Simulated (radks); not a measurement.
Q: The silver ion Ag+, [Kr] 4d10. Method: non-relativistic Kohn-Sham, exchange-only B88, spin-polarised, spherical densities, point nucleus; computed with a radial shooting solver on a logarithmic mesh with Libxc functionals. Every spin shell is full or empty, so the densities are truly spherical. Functionals are evaluated on that one density, not self-consistently. Rank these exchange functionals by their error against the exact value of the orbitals, and give that value: LDA, B88, PW86, OPTX, WC, AM05, SOGGA, B86b, EV93, revTPSS, SCAN, r2SCAN, Tao-Mo, MVS.

A: Exact: -143.713 hartree. From best to worst, with 100 (|E| - |E exact|)/|E exact| (equal figures are ties): B86b +0.03, B88 +0.05, r2SCAN -0.07, MVS +0.09, PW86 -0.14, SCAN +0.20, EV93 -0.23, Tao-Mo -0.77, WC -0.86, revTPSS -0.88, OPTX +1.20, SOGGA -2.30, AM05 -4.60, LDA -4.95.
